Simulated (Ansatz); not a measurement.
CH₉B₃OSiZn at its PBE0-D4/def2-TZVP geometry, where that method's forces vanish. Charge 0, multiplicity 1. The bonds changed during the relaxation, so this is another structure than the one it started from.

```xyz
16

B     1.5205    2.6180   -2.7072
B     0.5176    1.6457   -3.3277
Zn    0.8487    1.2342   -1.0917
C     0.6936    0.4141    0.7012
O    -0.3345   -0.5802    0.6185
Si   -0.7343   -1.4614    1.9558
B    -2.1957   -2.7709    1.5665
H     2.6917    2.3320   -2.6334
H     1.1454    3.6295   -2.1644
H    -0.2513    0.9217   -3.8644
H     0.4385    1.1637    1.4626
H     1.6413   -0.0434    1.0162
H    -1.1590   -0.5428    3.0606
H     0.4722   -2.1900    2.4642
H    -2.5892   -3.4763    2.4503
H    -2.7057   -2.8939    0.4928
```

Task: What forces (eV/Å) does r2SCAN-D4/def2-TZVPP give on these atoms in the Gaussian-basis code of Ansatz? (Estimate.)

Result: The calculation gave: 
```
B1  -0.031 -0.061  0.067
B2  -0.011 -0.027  0.040
Zn3 -0.003  0.018 -0.062
C4   0.232  0.256 -0.067
O5  -0.199 -0.161 -0.101
Si6 -0.059 -0.071  0.031
B7   0.009  0.005  0.017
H8  -0.036  0.029  0.011
H9   0.035 -0.029 -0.011
H10  0.028  0.021  0.034
H11 -0.002  0.004  0.016
H12  0.008 -0.007  0.011
H13  0.013 -0.012  0.001
H14 -0.010  0.012  0.010
H15  0.009  0.020 -0.034
H16  0.015  0.001  0.036
```
